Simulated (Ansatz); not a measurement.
Reaction (formal exchange of groups at a C–C bond): `N#Cc1ccccc1` + `CO[SiH](F)OC` → `CO[Si](F)(C#N)OC` + `c1ccccc1`

Isolated molecules relaxed with PBE0-D4/def2-TZVP in Ansatz; ΔE leaves out vibrations. CBS: MP2 limit from def2 TZ/QZ plus the TZ coupled-cluster correction, frozen cores. DFT in def2-TZVPP. B3LYP here is the variant with VWN-RPA as its local correlation; programs differ in this. One conformer a species, not always the lowest.

| level | ΔE (kJ/mol) | difference from CCSD(T)/CBS |
| --- | --- | --- |
| PBE-D4 | -30.7 | 14.0 |
| r2SCAN-D4 | -36.9 | 7.8 |
| PBE0-D4 | -34.1 | 10.6 |
| B3LYP-D4 | -37.0 | 7.7 |
| ωB97X-V | -40.2 | 4.5 |
| ωB97M-V | -44.0 | 0.7 |
| B2PLYP | -38.5 | 6.2 |
| PBE | -29.4 | 15.3 |
| r2SCAN | -36.6 | 8.1 |
| PBE0 | -33.0 | 11.7 |
| B3LYP | -35.1 | 9.6 |
| HF/def2-TZVPP | -45.4 | -0.7 |
| MP2/def2-TZVPP | -39.9 | 4.8 |
| SCS-MP2/def2-TZVPP | -41.1 | 3.6 |
| CCSD/def2-TZVPP | -45.0 | -0.3 |
| CCSD(T)/def2-TZVPP | -43.2 | 1.5 |
| HF/def2-QZVPP | -46.0 | -1.3 |
| MP2/def2-QZVPP | -40.9 | 3.8 |
| SCS-MP2/def2-QZVPP | -42.4 | 2.3 |
| HF/CBS(def2) | -46.1 | -1.4 |
| MP2/CBS(def2) | -41.3 | 3.4 |
| CCSD/CBS(def2) | -46.5 | -1.8 |
| CCSD(T)/CBS | -44.7 | 0 |

Largest T1 diagnostic among the species: 0.012.

From PBE to PBE0 (25 % exact exchange), in def2-TZVPP and without D4, ΔE moves by −3.6 kJ/mol.
